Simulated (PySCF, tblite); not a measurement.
Isomers of C5H13FSSi, one GFN2-xTB conformer each. Single-point energies are computed at PBE0/pcSseg-1 (PySCF, gas phase, no added dispersion term), electronic only.

```tsv
SMILES	GFN2-xTB relative energy (kJ/mol)
C[SiH2][C@@H](CF)CSC	198.6
CSC[Si](C)(C)CF	262.2
CCSC[C@H](C)[SiH2]F	0.0
CCS[C@@](C)(F)[SiH2]C	200.0
CCS[SiH2][C@H](F)CC	102.1
```

Conformers: `[CH3:1][SiH2:2][C@@H:3]([CH2:4][F:5])[CH2:6][S:7][CH3:8]` with C1–Si2–C3–C4 178°, Si2–C3–C4–F5 -57°, Si2–C3–C6–S7 176°, C3–C6–S7–C8 -75°; `[CH3:1][S:2][CH2:3][Si:4]([CH3:5])([CH3:6])[CH2:7][F:8]` with C1–S2–C3–Si4 178°, S2–C3–Si4–C5 -65°, C3–Si4–C7–F8 54°; `[CH3:1][CH2:2][S:3][CH2:4][C@H:5]([CH3:6])[SiH2:7][F:8]` with C1–C2–S3–C4 -65°, C2–S3–C4–C5 -71°, S3–C4–C5–C6 -65°, C4–C5–Si7–F8 -54°; `[CH3:1][CH2:2][S:3][C@@:4]([CH3:5])([F:6])[SiH2:7][CH3:8]` with C1–C2–S3–C4 -157°, C2–S3–C4–C5 -64°, S3–C4–Si7–C8 63°; `[CH3:1][CH2:2][S:3][SiH2:4][C@H:5]([F:6])[CH2:7][CH3:8]` with C1–C2–S3–Si4 71°, C2–S3–Si4–C5 164°, S3–Si4–C5–F6 175°, Si4–C5–C7–C8 -175°.

Question: What does PBE0/pcSseg-1 give for the same structures?

Answer: 
| SMILES | PBE0/pcSseg-1 E (Eh) | PBE0/pcSseg-1 (kJ/mol) | GFN2-xTB (kJ/mol) | point group |
| --- | --- | --- | --- | --- |
| CCSC[C@H](C)[SiH2]F | -985.27933 | 0.0 | 0.0 | C1 |
| CCS[SiH2][C@H](F)CC | -985.24287 | 95.7 | 102.1 | C1 |
| CSC[Si](C)(C)CF | -985.24149 | 99.4 | 262.2 | C1 |
| CCS[C@@](C)(F)[SiH2]C | -985.22335 | 147.0 | 200.0 | C1 |
| C[SiH2][C@@H](CF)CSC | -985.22056 | 154.3 | 198.6 | C1 |

Both levels put the same isomer lowest; measured from each level's own lowest isomer, the values differ by up to 162.8 kJ/mol (CSC[Si](C)(C)CF: 262.2 against 99.4). As drawn, the lowest has an Si–F bond, which the highest lacks. Neighbours under 10 kJ/mol apart (CCS[SiH2][C@H](F)CC and CSC[Si](C)(C)CF; CCS[C@@](C)(F)[SiH2]C and C[SiH2][C@@H](CF)CSC) can change places with a better method, another conformer or zero-point energy.

Question: Which frontier levels, dipoles and rotational constants go with these structures?

Answer: 
```tsv
SMILES	HOMO (eV, PBE0/pcSseg-1)	LUMO (eV)	dipole (D)	A, B, C (MHz)
CCSC[C@H](C)[SiH2]F	-6.38	0.19	1.37	1912, 787.1, 621.0
CCS[SiH2][C@H](F)CC	-6.96	0.14	1.71	2927, 616.6, 547.5
CSC[Si](C)(C)CF	-6.29	0.87	1.16	1871, 752.1, 661.5
CCS[C@@](C)(F)[SiH2]C	-6.54	0.58	1.72	2318, 809.5, 728.3
C[SiH2][C@@H](CF)CSC	-6.49	0.70	2.36	1592, 836.3, 623.2
```

Question: What happens when harmonic zero-point energies from GFN2-xTB frequencies are added?

Answer: 
```
               SMILES  ZPE (kJ/mol)  electronic (kJ/mol)  with ZPE (kJ/mol)
  CCSC[C@H](C)[SiH2]F         441.5                  0.0                0.0
  CCS[SiH2][C@H](F)CC         441.8                 95.7               96.0
      CSC[Si](C)(C)CF         440.4                 99.4               98.2
CCS[C@@](C)(F)[SiH2]C         433.5                147.0              138.9
 C[SiH2][C@@H](CF)CSC         435.2                154.3              148.0
```

The zero-point energies span 8.3 kJ/mol. The order is unchanged.
